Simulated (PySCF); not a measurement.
A structure optimised at B3LYP-D3(BJ)/def2-TZVP, used in a PySCF frequency run:

```xyz
5

B      0.7107    -0.0131     0.0000
Cl    -0.1461    -1.5440     0.0000
H      1.8940    -0.0143     0.0000
S     -0.2362     1.4995     0.0000
H      0.8157     2.3363     0.0000
```
Charge 0, spin multiplicity 1.

Question: Write its SMILES, formula and point group.

Answer: SBCl, BClH2S, Cs

Question: What are its rotational constants (standard atomic weights)?

Answer: 41.408, 3.1221, 2.9032 GHz
